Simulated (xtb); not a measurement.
Input for xtb: GFN1-xTB on HgF, 2S+1 = 2, a spin state set in the input, which need not be the lowest, a point of a bond scan (R = 2.001 Å).

```
$ xtb mol.xyz --gfn 1 --sp --chrg 0 --uhf 1
2

Hg     0.00000000     0.00000000     0.00000000
F      0.00000000     0.00000000     2.00090900
```

It printed:

```
[...]
           -------------------------------------------------
          |                Calculation Setup                |
           -------------------------------------------------



           -------------------------------------------------
          |                 G F N 1 - x T B                 |
           -------------------------------------------------

        Reference                      10.1021/acs.jctc.7b00118
      * Hamiltonian:
        H0-scaling (s, p, d)           1.850000    2.250000    2.000000
        zeta-weighting                 0.000000
      * Dispersion:
        s8                             2.400000
        a1                             0.630000
        a2                             5.000000
        s9                             0.000000
      * Repulsion:
        kExp                           1.500000
        rExp                           1.000000
      * Coulomb:
        alpha                          2.000000
        third order                    atomic
        anisotropic                    false
      * Halogen bond correction:
        rad-scale                      1.300000
        damping                        0.440000


          ...................................................
          :                      SETUP                      :
          :.................................................:
          :  # basis functions                   8          :
          :  # atomic orbitals                   8          :
          :  # shells                            4          :
          :  # electrons                         9          :
          :  # halogen bonds                     0          :
          :  max. iterations                   250          :
          :  Hamiltonian                  GFN1-xTB          :
          :  restarted?                      false          :
          :  GBSA solvation                  false          :
          :  PC potential                    false          :
          :  electronic temp.          300.0000000     K    :
          :  accuracy                    1.0000000          :
          :  -> integral cutoff          0.2500000E+02      :
          :  -> integral neglect         0.1000000E-07      :
          :  -> SCF convergence          0.1000000E-05 Eh   :
          :  -> wf. convergence          0.2000000E-04 e    :
          :  Broyden damping             0.4000000          :
          :  net charge                          0          :
          :  unpaired electrons                  1          :
          ...................................................

 iter      E             dE          RMSdq      gap      omega  full diag
   1     -5.9752788 -0.597528E+01  0.304E+00    7.22       0.0  T
   2     -5.9755460 -0.267195E-03  0.203E+00    7.35       1.0  T
   3     -5.9750580  0.487965E-03  0.606E-01    7.38       1.0  T
   4     -5.9756257 -0.567743E-03  0.183E-02    7.44       3.9  T
   5     -5.9756258 -0.561465E-07  0.478E-03    7.44      14.8  T
   6     -5.9756258 -0.639639E-09  0.168E-05    7.44    4206.4  T
   7     -5.9756258 -0.494715E-12  0.500E-08    7.44  100000.0  T

   *** convergence criteria satisfied after 7 iterations ***

         #    Occupation            Energy/Eh            Energy/eV
      -------------------------------------------------------------
         1        2.0000           -0.7846474             -21.3513
         2        2.0000           -0.5315438             -14.4640
         3        2.0000           -0.4962429             -13.5035
         4        2.0000           -0.4962429             -13.5035
         5        1.0000           -0.4374326             -11.9031 (HOMO)
         6                         -0.1640984              -4.4653 (LUMO)
         7                         -0.1640984              -4.4653
         8                         -0.0070785              -0.1926
      -------------------------------------------------------------
                  HL-Gap            0.2733342 Eh            7.4378 eV
             Fermi-level           -0.3836401 Eh          -10.4394 eV

 SCC (total)                   0 d,  0 h,  0 min,  0.001 sec
 SCC setup                      ...        0 min,  0.000 sec (  6.014%)
 Dispersion                     ...        0 min,  0.000 sec (  2.943%)
 classical contributions        ...        0 min,  0.000 sec (  1.799%)
 integral evaluation            ...        0 min,  0.000 sec ( 16.706%)
 iterations                     ...        0 min,  0.000 sec ( 50.478%)
 molecular gradient             ...        0 min,  0.000 sec ( 14.035%)
 printout                       ...        0 min,  0.000 sec (  7.442%)

         :::::::::::::::::::::::::::::::::::::::::::::::::::::
         ::                     SUMMARY                     ::
         :::::::::::::::::::::::::::::::::::::::::::::::::::::
         :: total energy              -5.975334075291 Eh    ::
         :: gradient norm              0.000836574231 Eh/a0 ::
         :: HOMO-LUMO gap              7.437802863071 eV    ::
         ::.................................................::
         :: SCC energy                -5.975625803527 Eh    ::
         :: -> electrostatic           0.036684184444 Eh    ::
         :: repulsion energy           0.000467454915 Eh    ::
         :: dispersion energy         -0.000175726678 Eh    ::
         :: halogen bond corr.         0.000000000000 Eh    ::
         :: add. restraining           0.000000000000 Eh    ::
         :: total charge               0.000000000000 e     ::
         :::::::::::::::::::::::::::::::::::::::::::::::::::::

           -------------------------------------------------
          |                Property Printout                |
           -------------------------------------------------

    * Orbital Energies and Occupations

         #    Occupation            Energy/Eh            Energy/eV
      -------------------------------------------------------------
         1        2.0000           -0.7846474             -21.3513
         2        2.0000           -0.5315438             -14.4640
         3        2.0000           -0.4962429             -13.5035
         4        2.0000           -0.4962429             -13.5035
         5        1.0000           -0.4374326             -11.9031 (HOMO)
         6                         -0.1640984              -4.4653 (LUMO)
         7                         -0.1640984              -4.4653
         8                         -0.0070785              -0.1926
      -------------------------------------------------------------
                  HL-Gap            0.2733342 Eh            7.4378 eV
             Fermi-level           -0.3836401 Eh          -10.4394 eV

  Mulliken/CM5 charges         n(s)   n(p)   n(d)
     1Hg    0.34129  0.39278   1.434  0.225  0.000
     2F    -0.34129 -0.39278   1.866  5.475  0.000

Wiberg/Mayer (AO) data.
largest (>0.10) Wiberg bond orders for each atom

 ---------------------------------------------------------------------------
     #   Z sym  total        # sym  WBO       # sym  WBO       # sym  WBO
 ---------------------------------------------------------------------------
     1  80 Hg   0.869 --     2 F    0.869
     2   9 F    0.869 --     1 Hg   0.869
 ---------------------------------------------------------------------------

Topologies differ in total number of bonds
Writing topology from bond orders to xtbtopo.mol

 dipole moment from electron density (au)
     X       Y       Z
   0.0000   0.0000  -1.1653  total (Debye):    2.962


           -------------------------------------------------
          | TOTAL ENERGY               -5.975334075291 Eh   |
          | GRADIENT NORM               0.000836574231 Eh/α |
          | HOMO-LUMO GAP               7.437802863071 eV   |
Note: The following floating-point exceptions are signalling: IEEE_DENORMAL
normal termination of xtb
           -------------------------------------------------

------------------------------------------------------------------------
------------------------------------------------------------------------
 total:
 SCF:
```

The run finished.

Cost: very roughly 0.020 core-seconds.
